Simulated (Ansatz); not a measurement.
Mulliken charges of CH$_{7}$BSn, SMILES `B[CH2][SnH3]` from r2SCAN/def2-TZVPP in Ansatz (PBE0-D4/def2-TZVP geometry).

```json
{"atom": "B1", "x (Å)": "-1.225", "y (Å)": "0.543", "z (Å)": "-0.666", "charge (e)": "-0.142"}
{"atom": "C2", "x (Å)": "0.264", "y (Å)": "0.464", "z (Å)": "-0.926", "charge (e)": "-0.341"}
{"atom": "Sn3", "x (Å)": "0.696", "y (Å)": "-0.624", "z (Å)": "0.945", "charge (e)": "0.546"}
{"atom": "H4", "x (Å)": "-1.952", "y (Å)": "-0.346", "z (Å)": "-1.012", "charge (e)": "0.001"}
{"atom": "H5", "x (Å)": "-1.684", "y (Å)": "1.449", "z (Å)": "-0.027", "charge (e)": "0.001"}
{"atom": "H6", "x (Å)": "0.869", "y (Å)": "1.366", "z (Å)": "-0.837", "charge (e)": "0.130"}
{"atom": "H7", "x (Å)": "0.634", "y (Å)": "-0.208", "z (Å)": "-1.699", "charge (e)": "0.130"}
{"atom": "H8", "x (Å)": "1.419", "y (Å)": "-2.104", "z (Å)": "0.508", "charge (e)": "-0.111"}
{"atom": "H9", "x (Å)": "-0.707", "y (Å)": "-0.929", "z (Å)": "1.865", "charge (e)": "-0.102"}
{"atom": "H10", "x (Å)": "1.769", "y (Å)": "0.340", "z (Å)": "1.851", "charge (e)": "-0.111"}
```

**Question.** By hand: the dipole of these point charges (1 e Å = 4.8032 D).

**Answer.** Σ q r = (0.374, -0.134, 0.144) e Å, of length 0.423 e Å = 2.03 D.

**Question.** How does the dipole of the full density compare? (An estimate is asked.)

**Answer.** Computed: (0.280, -0.051, 0.016) e Å, 1.37 D; the point charges give 1.48 times that, at 19° from its direction.

Point charges leave out the atoms' own dipoles, such as those of lone pairs, and Mulliken's split depends on the basis, so the two needn't agree.
